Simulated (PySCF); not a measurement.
A structure optimised at PBE-D3(BJ)/def2-SVP, used in a PySCF frequency run:

```xyz
8

Sb    -0.6625     0.2202     0.0000
Cl     0.8517     0.7318     1.7980
Cl     0.8517     0.7318    -1.7980
O     -0.4518    -1.7594     0.0000
C      0.8253    -2.3867     0.0000
H      1.4182    -2.1161    -0.9019
H      1.4182    -2.1161     0.9019
H      0.6567    -3.4833     0.0000
```
Charge 0, spin multiplicity 1.

**Question.** Write its SMILES, formula and point group.

**Answer.** C[O][Sb]([Cl])[Cl], CH3Cl2OSb, Cs

**Question.** What are its rotational constants (standard atomic weights)?

**Answer.** 1.6729, 1.4450, 1.2206 GHz
